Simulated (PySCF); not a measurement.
Input file for PySCF: R-BP86/6-31G* on C3H6O2 (a complex).

```python
from pyscf import gto, scf, dft, mp
from pyscf.data.elements import chemcore

mol = gto.M(
    atom='''
    C    -0.58150730   -0.24367681   -0.01598849
    C     0.61768397    0.32000242    0.07119156
    H    -0.80659325   -1.16662531    0.50484006
    H    -1.37330316    0.19039615   -0.61470625
    H     0.85552135    1.23807526   -0.45262081
    H     1.40550771   -0.12684313    0.66566728
    O     0.35661439   -1.18325554    3.27233677
    C    -0.13780018   -0.20797640    3.76701086
    O    -0.59115139    0.85925500    3.10075834
    H    -0.28359508   -0.06428767    4.84603775
    H    -0.45205556    0.71099671    2.14236349
    ''',
    basis='6-31g*',
    cart=True,
    charge=0, spin=0, verbose=3, max_memory=1800)
mf = dft.RKS(mol, xc='b88,p86')
mf.conv_tol = 1e-8
mf.max_cycle = 100
mf.kernel()
if not mf.converged:
    mf = mf.newton().run(mf.mo_coeff, mf.mo_occ)
```

It printed:

```
converged SCF energy = -268.345211081424
```

Self-consistency was reached.

Cost: around 5 core-seconds (rough).
